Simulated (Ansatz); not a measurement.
**Which is lower?**

Two isomers of C2H2Ga, doublet, relaxed at PBE0-D4/def2-TZVP (vibrations not checked).

A:

C1  (0.348, -1.516, 0.339)
C2  (0.282, -0.236, 0.084)
Ga3  (0.182, 1.728, -0.304)
H4  (0.199, -2.274, -0.434)
H5  (0.556, -1.901, 1.341)
(Å)

B:

```
5
angstrom
C 1.0294 -1.3721 1.7253
C 0.5839 -0.6180 0.8877
Ga -0.2783 0.4062 -0.4960
H 1.4359 -2.0208 2.4681
H 0.2224 1.8756 -0.8194
```

Ansatz 0.2.0; basis: def2-TZVPP; cores frozen in the correlated methods; orbitals are unrestricted. Filled d shells of the heavier atoms are correlated. The def2 sets are not built for correlating such inner shells, so the correlated values are less sure here. B3LYP uses VWN-RPA correlation.

Task: Which structure is lower at CCSD(T), and by how much? (Judge from chemistry; the value comes from the calculation.)

Result: Computed: A, by 0.187 eV (electronic energy, against the other). By their contacts, A is C₂H₂Ga ([CH2][C][Ga]) and B is C₂H₂Ga ([CH][C][GaH]).

Task: Do the other methods give the same order? (Judge from chemistry; the calculation decides.)

Result: The calculation gives: Not all: MP2 gives the other order.

```tsv
method	E(B) − E(A) (eV)
PBE-D4	0.480
r2SCAN-D4	0.369
PBE0-D4	0.445
B3LYP-D4	0.508
wB97M-V	0.347
HF	0.422
MP2	-0.302
CCSD	0.236
CCSD(T)	0.187
```

The T1 diagnostic stays at or below 0.032. ⟨S²⟩ of the unrestricted Hartree–Fock references: 0.77 to 0.93 (a pure state has 0.75). The unrestricted reference is spin-contaminated, which hurts MP2 most.

Labels in which every atom is bracketed show which atoms are joined, not bond orders.
